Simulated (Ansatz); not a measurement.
Job for Ansatz (a first-principles code): R-BLYP/def2-TZVPPD on CH3Br (SMILES CBr) with ghost functions. Files ending in .json are basis or fitting sets from the Basis Set Exchange.

Ansatz 0.2 input:
```yaml
crystal:
  periodic: [false, false, false]
  atoms:
    - {symbol: C, position_ang: [-0.40019675, -1.20312296, 3.35895687]}
    - {symbol: Br, position_ang: [-0.35025680, 0.67656043, 3.91352201]}
    - {symbol: H, position_ang: [-0.30322324, -1.22604569, 2.27902456]}
    - {symbol: H, position_ang: [-1.35179098, -1.61052114, 3.68113248]}
    - {symbol: H, position_ang: [0.42935547, -1.70566992, 3.84330791]}
basis:
  gaussian:
    orbitals: def2-TZVPPD.json
    ghost_atoms:
      - {symbol: C, position_ang: [-0.04807336, 0.49295128, 0.17416327]}
      - {symbol: C, position_ang: [-0.00730491, -0.26668080, -0.75058010]}
      - {symbol: H, position_ang: [-0.08614730, 1.15266238, 1.00907191]}
      - {symbol: H, position_ang: [0.02992696, -0.93229205, -1.57819080]}
hamiltonian:
  xc: {name: BLYP}
scf: {lower_state_search: off}
```

Program output:

```
WARN ansatz: RAYON_NUM_THREADS=1 ignored (pool sized by the plan → 1); use --threads N
Functional definition: BLYP
these checks for a lower state are left out or cut short: stability, starts, cluster_reference, orbital_swaps, neighbouring_geometries, increment
integrals: 0.17 GiB planned
1187 factors; their error is unknown
mean field: 1.20 GiB planned
mean field evaluation 1: about -71125.0103 eV, gradient 5.9e1 eV
mean field evaluation 2: about -71109.6900 eV, gradient 8.8e1 eV
mean field evaluation 4: about -71132.7974 eV, gradient 4.9e0 eV
mean field evaluation 8: about -71132.8582 eV, gradient 4.4e-2 eV
mean field evaluation 16: about -71132.8385 eV, gradient 1.4e-5 eV
mean field -71132.83852476 eV, -2614.0836002151 hartree, gradient 2.7e-6 eV, S^2 0.000000; 0 other end points of the search recorded, 0 dependent functions left out
reference -71132.83885341 eV, -2614.0836122930 hartree; 22, 22 occupied and 231, 231 virtual orbitals, 1187 factors
Total energy: -71132.83885341 eV, -2614.0836122930 hartree
Checks for a lower state left out: stability, starts, cluster_reference, orbital_swaps, neighbouring_geometries, increment
```

Self-consistency was reached.

Cost: about 4 core-seconds (a rough figure).
